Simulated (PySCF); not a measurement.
A structure optimised at PBE0-D3(BJ)/def2-SVP, used in a PySCF frequency run:

```
N
H 1 1.0153
C 1 1.4469 2 112.57
H 3 1.1044 1 108.81 2 -170.16
H 3 1.1046 4 105.21 1 -117.92
C 3 1.4684 4 108.56 5 -116.09
C 6 1.2112 4 151.14 3 177.59
H 7 1.0743 5 161.46 3 -178.25
Si 1 1.7402 2 116.54 3 149.86
H 9 1.4927 1 107.01 2 42.88
H 9 1.4945 10 110.92 1 -116.84
H 9 1.5004 10 108.02 11 -117.53
```
Charge 0, spin multiplicity 1.

Write its SMILES and formula.

C#CCN[SiH3], C₃H₇NSi

What are its rotational constants (standard atomic weights)?

9.1457, 2.0069, 1.7749 GHz
